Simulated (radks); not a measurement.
Results of a calculation; reference values are marked as such.
Question: Excited configurations of Se3+: one electron is placed in a higher orbital outside [Ar] 3d10 4s2. The ground configuration is [Ar] 3d10 4s2 4p1. Code: a radial shooting solver on a logarithmic mesh with Libxc functionals. Model: Dirac Kohn-Sham, PBE, spin-unpolarised, spherical densities, point nucleus; open shells are shared between the two j in proportion to 2j + 1. Excitation = E - E(ground); binding = E(ion) - E, where the ion is the core of charge +4; n* = 4/sqrt(2 binding) in atomic units, and the quantum defect is n - n*. Eigenvalue and <r> are those of j = l + 1/2.

| outer orbital | excitation (eV) | binding (eV) | n* | quantum defect | eigenvalue (eV) | <r> (bohr) |
|---|---|---|---|---|---|---|
| 4f | 27.941 | 14.251 | 3.908 | 0.092 | -11.852 | 4.151 |
| 5s | 18.637 | 23.554 | 3.040 | 1.960 | -20.844 | 3.560 |
| 5p | 22.530 | 19.662 | 3.327 | 1.673 | -17.280 | 4.054 |
| 5d | 28.173 | 14.019 | 3.941 | 1.059 | -12.269 | 5.243 |
| 5f | 32.728 | 9.464 | 4.796 | 0.204 | -8.190 | 7.232 |
| 6p | 30.419 | 11.773 | 4.300 | 1.700 | -10.429 | 6.885 |
| 6d | 33.165 | 9.027 | 4.911 | 1.089 | -8.003 | 8.518 |
| 6f | 35.569 | 6.623 | 5.733 | 0.267 | -5.850 | 11.06 |
| 7s | 33.418 | 8.774 | 4.981 | 2.019 | -7.882 | 9.508 |
| 7d | 35.876 | 6.316 | 5.871 | 1.129 | -5.642 | 12.50 |
| 7f | 37.316 | 4.875 | 6.682 | 0.318 | -4.355 | 15.62 |

Estimate the row for 6s.

Answer: excitation (eV) 28.663; binding (eV) 13.529; n* 4.011; quantum defect 1.989; eigenvalue (eV) -12.058; <r> (bohr) 6.180. The Delta-SCF ionisation energy is 42.192 eV (NIST Atomic Spectra Database: 42.947 eV, measured). Self-interaction in the functional shifts the binding energies and quantum defects, so they are the method's values and not measured ones. Spin polarisation and multiplet splitting are left out, so open shells lie too high by an amount that depends on their filling. Sharing an open shell by 2j + 1 raises it above the true ground level by a part of the spin-orbit splitting, which enters the differences from NIST.

Beside tabulated values, note that spin-unpolarised runs miss the spin-polarisation part of the exchange energy of open shells.
